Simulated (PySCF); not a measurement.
Delta-SCF ions had no search for a lower state. Excitations are Tamm–Dancoff values on a coarser integration grid. The basis has no diffuse functions, so Rydberg states are missing or too high.

Cartesian coordinates (Å):
SMILES: [Cl][Ga]([Cl])[Cl]
```xyz
4

Cl    -1.0263     1.8441     0.0349
Ga     0.0001    -0.0002     0.0000
Cl    -1.0840    -1.8114     0.0173
Cl     2.1102    -0.0325    -0.0521
```
Charge 0, spin multiplicity 1.

Estimate the dipole moment, S1–T1 gap (TDA), total energy, T1 excitation (TDA), HOMO–LUMO gap, HOMO, vertical ionisation energy (Delta-SCF) and LUMO that PBE-D3(BJ)/def2-TZVP // r2SCAN-D4/def2-TZVP (PySCF) returns for this input.


```yaml
dipole_moment: 0.00 D
S1–T1 gap (TDA): 0.32 eV
total_energy: -3304.8132 Ha
T1 excitation (TDA): 4.97 eV
HOMO–LUMO gap: 5.13 eV
HOMO: -8.01 eV
vertical ionisation energy (Delta-SCF): 10.89 eV
LUMO: -2.88 eV
```
